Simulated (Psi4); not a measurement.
C₃H₇ (SMILES [CH2-]CC), charge -1, singlet, at a GFN2-xTB geometry (a gas-phase anion, which may not be bound at this level); CCSD/6-31G (Psi4).

The Psi4 input:
```
memory 2 GB

molecule mol {
-1 1
  C     0.001860    0.104490    0.566404
  C    -0.001727    1.417715   -0.192030
  C     0.000064   -1.228257   -0.251914
  H    -0.880850    0.061189    1.229917
  H     0.889157    0.062525    1.223858
  H     0.002932   -2.122887    0.388569
  H     0.885480    1.388919   -0.898346
  H    -0.893705    1.387576   -0.892255
  H    -0.884828   -1.271172   -0.890228
  H     0.880630   -1.269840   -0.896272
}

set basis 6-31g
set reference rhf

energy('ccsd')
print_variables()
```

What the program printed (banner, timings and long lists left out):

```
   => Loading Basis Set <=

    Name: 6-31G
    Role: ORBITAL
    Keyword: BASIS

         ---------------------------------------------------------
                                   SCF
               by Justin Turney, Rob Parrish, Andy Simmonett
                          and Daniel G. A. Smith
                              RHF Reference
         ---------------------------------------------------------

  ==> Geometry <==

    Molecular point group: c1
    Full point group: C1

    Geometry (in Angstrom), charge = -1, multiplicity = 1:

       Center              X                  Y                   Z               Mass
    ------------   -----------------  -----------------  -----------------  -----------------
         C            0.001832808239     0.063846771468     0.549471766607    12.000000000000
         C           -0.001754191761     1.377071771468    -0.208962233393    12.000000000000
         C            0.000036808239    -1.268900228532    -0.268846233393    12.000000000000
         H           -0.880877191761     0.020545771468     1.212984766607     1.007825032230
         H            0.889129808239     0.021881771468     1.206925766607     1.007825032230
         H            0.002904808239    -2.163530228532     0.371636766607     1.007825032230
         H            0.885452808239     1.348275771468    -0.915278233393     1.007825032230
         H           -0.893732191761     1.346932771468    -0.909187233393     1.007825032230
         H           -0.884855191761    -1.311815228532    -0.907160233393     1.007825032230
         H            0.880602808239    -1.310483228532    -0.913204233393     1.007825032230

  Running in c1 symmetry.

  Rotational constants: A =      1.04091  B =      0.28710  C =      0.25768 [cm^-1]
  Rotational constants: A =  31205.78011  B =   8607.18284  C =   7724.91531 [MHz]
  Nuclear repulsion =   74.930542083143479

  Charge       = -1
  Multiplicity = 1
  Electrons    = 26
  Nalpha       = 13
  Nbeta        = 13

  ==> Algorithm <==

  SCF Algorithm Type is PK.
  DIIS enabled.
  MOM disabled.
  Fractional occupation disabled.
  Guess Type is SAD.
  Energy threshold   = 1.00e-08
  Density threshold  = 1.00e-08
  Integral threshold = 1.00e-12

  ==> Primary Basis <==

  Basis Set: 6-31G
    Blend: 6-31G
    Number of shells: 29
    Number of basis functions: 41
    Number of Cartesian functions: 41
    Spherical Harmonics?: false
    Max angular momentum: 1

  ==> Integral Setup <==

[...]
  @RHF Final Energy:  -117.49146774554703
    Total Energy =                       -117.4914677455470269
[...]
    11        -0.325273487998522    4.776e-06    0.008521    0.036361    0.036361    0.132557
    12        -0.325273593823571    1.545e-06    0.008521    0.036361    0.036361    0.132557
    13        -0.325273678092149    5.093e-07    0.008521    0.036361    0.036361    0.132557
    14        -0.325273692152135    1.573e-07    0.008521    0.036361    0.036361    0.132557
    15        -0.325273691835146    6.541e-08    0.008521    0.036361    0.036361    0.132557

    Iterations converged.

    Largest TIA Amplitudes:
             12   0        -0.0298055546
             12   3         0.0128965126
             12   7         0.0099121655
             11  16         0.0086328597
             12   8        -0.0074243964
             12  11         0.0071026996
              6  18         0.0057563742
             11   4        -0.0056424463
             10   8        -0.0053672858
             10  12        -0.0050641543

    Largest TIjAb Amplitudes:
     11  11   6   6        -0.0368758398
      9   9   7   7        -0.0321610067
     12  12   6   6        -0.0287122085
     10  10   8   8        -0.0276769731
      7   7   1   1        -0.0274795886
     12  12  15  15        -0.0258765929
      6   6   2   2        -0.0246126314
     12  12   8   8        -0.0228143780
     11  11   5   5        -0.0227209337
      8   8   2   2        -0.0214044455

    SCF energy       (wfn)                    = -117.491467745547027
    Reference energy (file100)                = -117.491467745546913

    Opposite-spin MP2 correlation energy      =   -0.226456187045550
    Same-spin MP2 correlation energy          =   -0.059049116234708
    Singles MP2 correlation energy            =   -0.000000000000000
    MP2 correlation energy                    =   -0.285505303280259
      * MP2 total energy                      = -117.776973048827173

    Opposite-spin CCSD correlation energy     =   -0.272512244096667
    Same-spin CCSD correlation energy         =   -0.052761447738479
    Singles CCSD correlation energy           =    0.000000000000000
    CCSD correlation energy                   =   -0.325273691835146
      * CCSD total energy                     = -117.816741437382063

  Variable Map:
  ----------------------------------------------------------------------------
[...]
  Array Variable Map:
  ----------------------------------------------------------------------------
[...]
[...]
```
